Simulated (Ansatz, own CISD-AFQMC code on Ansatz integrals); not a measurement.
H4GeSi, SMILES `[SiH3][GeH]` (lower singlet) (charge 0, multiplicity 1). This singlet lies 0.65 eV below the relaxed triplet at the level frozen-core CCSD(T)/cc-pVTZ // PBE0-D3(BJ)/def2-TZVP (Ansatz).

Cartesian coordinates (Å):
```xyz
6

Si    -0.5980    -0.0703    -0.0603
Ge     1.7052    -0.9098    -0.1251
H     -0.9036     0.4532     1.3039
H     -1.6306    -1.0884    -0.3988
H     -0.7387     1.0597    -1.0263
H      2.1657     0.5556     0.3066
```
Charge 0, spin multiplicity 1.

Frozen-core correlation energies in cc-pVDZ at a geometry from PBE0-D3(BJ)/def2-TZVP, on an HF energy of -2366.54467 Ha (<S^2> = 0.00, restricted and unstable towards unrestricted orbitals). Wave-function levels are from Ansatz, the walk from an own CISD-AFQMC code on Ansatz integrals (time step 0.005/Ha, trial state from CCSD amplitudes, largest double 0.08).

```
level     correlation energy (mHa)
--------  ------------------------
MP2                         -200.2
CCSD                        -246.1
CCSD(T)                     -253.0
CCSDT(Q)                    -254.3
```

Task: What correlation energy does phaseless AFQMC give, and where does it lie among these levels?

Result: -254.3 ± 0.2 mHa (one standard error). AFQMC minus each level: MP2 -54.1 mHa, CCSD -8.1 mHa, CCSD(T) -1.3 mHa, CCSDT(Q) +0.0 mHa.
